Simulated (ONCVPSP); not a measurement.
# Before and after: ONCV potential for Ge

Ge, optimised norm-conserving Vanderbilt (ONCV), made with ONCVPSP 4.0.1 (revPBE, scalar-relativistic). Core [Ar] 3d10, reference 4s1.75 4p2.25. Waves: 4s: rc 1.40 bohr, ncon 3, nbas 6, qcut 4.6 1/bohr, local; 4p: rc 1.85 bohr, ncon 3, nbas 7, qcut 4.2 1/bohr, 2 projectors, debl 3.7 Ha; d scattering state at 0.24 Ha: rc 1.55 bohr, ncon 4, nbas 8, qcut 7 1/bohr, 1 projector. Local part: the s channel. Core correction: none.

Change: s: nproj 1; local potential polynomial inside 1.35 bohr (lpopt 5, dvloc0 6 Ha).

Cutoffs: the cutoffs (Ha) at which the residual kinetic energy of the hardest occupied pseudo-wave falls to 1 and 0.1 mHa per electron; they do not see the model core or the augmentation charge, which bear on the density cutoff. Errors are all-electron minus pseudo energies relative to the spin-unpolarised reference configuration.

Task: What does the change do?

Result: The potential gets neither clearly harder nor softer (8.6 Ha and 28 Ha → 8.6 Ha and 28 Ha); both files keep a bound ghost (d); the errors of the 4 common tests hardly move; the range in which the s phases agree narrows (upper end 3.9 → 1.2).

```csv
quantity,base,changed
"cutoff, loose",8.6 Ha,8.6 Ha
"cutoff, tight",28 Ha,28 Ha
bound ghosts,d,d
GHOST(+) flags under 300 eV,p at 122.2 eV,none
"error for 4s2 4p2, meV [ΔE -1.96 eV]",+0.9,+1.1
"error for 4s2 4p1, meV [ΔE 5.43 eV]",-5.1,-5.0
"error for 4s2 4p0, meV [ΔE 20.78 eV]",-41,-39
"error for 4s0 4p4, meV [ΔE 14.16 eV]",+32,+31
s: phases at 1.42 bohr within 0.05 rad from the reference energy up to (Ha; the scan ends near 5),3.9,1.2
p: phases at 1.87 bohr within 0.05 rad from the reference energy up to (Ha; the scan ends near 5),4.2,4.9
d: phases at 1.58 bohr within 0.05 rad from the reference energy up to (Ha; the scan ends near 5),0.9,0.7
```

 A true bound ghost makes a file unfit for plane-wave use even where its test errors are small: the radial tests pick states by their node count and pass the ghost by.
